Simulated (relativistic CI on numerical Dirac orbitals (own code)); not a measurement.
# What each ingredient does to the levels of Pt LII

Base calculation: Dirac-Coulomb-Breit CI, KLI orbitals optimised for each configuration, model QED (radiative potential, 1s self-energy scaled to tabulated hydrogen-like ionisation energies), unscaled Slater integrals.

CI space (outside the closed core [Ne]): 3s2 3p6 3d9, 3s2 3p5 3d10, 3s 3p6 3d10, 3s2 3p6 3d8 4s, 3s2 3p6 3d8 4p, 3s2 3p4 3d10 4s, 3s2 3p6 3d8 4d, 3s2 3p4 3d10 4p, 3s2 3p5 3d9 4s, 3s2 3p6 3d8 4f, 3s2 3p4 3d10 4d, 3s 3p5 3d10 4s, 3s2 3p5 3d9 4p, 3s 3p5 3d10 4p, 3s2 3p6 3d7 4s2, 3s2 3p5 3d9 4d, 3s 3p6 3d9 4s, 3s 3p5 3d10 4d, 3s2 3p6 3d7 4s 4p, 3p6 3d10 4s, 3s2 3p5 3d9 4f, 3s2 3p6 3d8 5s, 3s2 3p6 3d7 4p2, 3s2 3p6 3d7 4s 4d, 3s 3p6 3d9 4p, 3s2 3p6 3d8 5p, 3p6 3d10 4p, 3s2 3p5 3d8 4s2, 3s2 3p6 3d8 5d, 3s2 3p6 3d7 4p 4d, 3p6 3d10 4d, 3s2 3p6 3d8 5f, 3s 3p6 3d9 4d, 3s2 3p5 3d8 4s 4p, 3s2 3p6 3d8 5g, 3s2 3p6 3d7 4d2. Levels of other configurations are missing.

Variants: (1) configuration mixing switched off; (2) QED terms removed. Shifts of the energy above 3s2 3p6 3d9 2D_5/2, in eV, for the lowest level and the first level of each name with at least 55 % of one term (blank where a level changes its place among those of its configuration and J or its character, or is not in the variant):

| Level | Base | Δ(1) | Δ(2) |
| --- | --- | --- | --- |
| 3s2 3p6 3d9 2D_5/2 | 0.00 | 0.00 | 0.00 |
| 3s2 3p6 3d9 2D_3/2 | 86.18 | -0.03 | -0.22 |
| 3s2 3p5 3d10 2P°_3/2 | 498.87 | +0.12 | +0.76 |
| 3s2 3p5 3d10 2P°_1/2 | 900.57 | +0.45 | +0.41 |
| 3s 3p6 3d10 2S_1/2 | 1159.95 | +1.05 | +5.38 |
| 3s2 3p6 3d8 4s 4F_9/2 | 1845.98 | -0.52 | -1.98 |
| 3s2 3p6 3d8 4s 2F_7/2 | 1849.25 | -0.52 | -1.98 |
| 3s2 3p6 3d8 4s 4F_7/2 | 1931.32 | -0.61 | -2.20 |
| 3s2 3p6 3d8 4s 4F_5/2 | 1932.15 | -0.56 | -2.20 |
| 3s2 3p6 3d8 4s 2G_9/2 | 1947.36 | -0.57 | -2.20 |
| 3s2 3p6 3d8 4s 2G_7/2 | 1948.05 | -0.51 | -2.20 |
| 3s2 3p6 3d8 4s 2P_1/2 | 1949.37 | -0.04 | -2.20 |
| 3s2 3p6 3d8 4p 2P°_1/2 | 1982.95 | +1.30 | -0.25 |
| 3s2 3p6 3d8 4s 4F_3/2 | 2022.90 |  | -2.42 |

At this charge energies of transitions that change n are usually good to better than 1 %, and those within a shell (Δn = 0) to a few per cent.

Ionisation energy from the two ground configurations alone: base 4839.46 eV. The NIST ASD value (theoretical) is 4839 eV.

LS names give the leading component of a level, which can be under half, so a name can repeat, a term be missing and a line seem to break the LS rules.
